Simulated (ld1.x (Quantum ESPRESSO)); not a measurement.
**Ranking RRKJ potentials for boron**

All share these settings but for the change named:

- Element: boron (B)
- Generator: ld1.x (Quantum ESPRESSO) 7.5
- Type: norm-conserving RRKJ (Kleinman–Bylander form)
- Functional: PBEsol
- Relativity: scalar-relativistic
- Frozen core: [He]
- Valence charge: 3
- Reference configuration: 2s2 2p1
- Partial waves: 2s (bound): rc 1.40 bohr; 2p (bound): rc 3.70 bohr
- Local potential: all-electron potential smoothed inside 1.70 bohr (lloc = -1)
- Core correction: none
- rho0: 0.001

Test errors are all-electron minus pseudo excitation energies from the reference, over 2s2 2p0; 2s1 2p0; 2s2 2p0.5; 2s0 2p3; 2s1 2p1; 2s2 2p1.3; 2s1 2p2. None of these files shows a bound ghost.

The base gives 668.6 meV.

Of 7 variants that were run, those that failed, showed a ghost or another fault, or gave nearly equal values are left out.

(1) Rank these variants by their largest absolute test error, smallest first.
A. wave 2p (bound): rc 3.70 bohr becomes 2p (bound): rc 3.98 bohr
B. wave 2p (bound): rc 3.70 bohr becomes 2p (bound): rc 3.56 bohr
C. wave 2p (bound): rc 3.70 bohr becomes 2p (bound): rc 5.38 bohr
D. wave 2p (bound): rc 3.70 bohr becomes 2p (bound): rc 5.00 bohr
E. wave 2p (bound): rc 3.70 bohr becomes 2p (bound): rc 2.40 bohr

Results:

(1) E (156.4 meV), B (564.6 meV), A (855.8 meV), D (1681.1 meV), C (2049.9 meV).
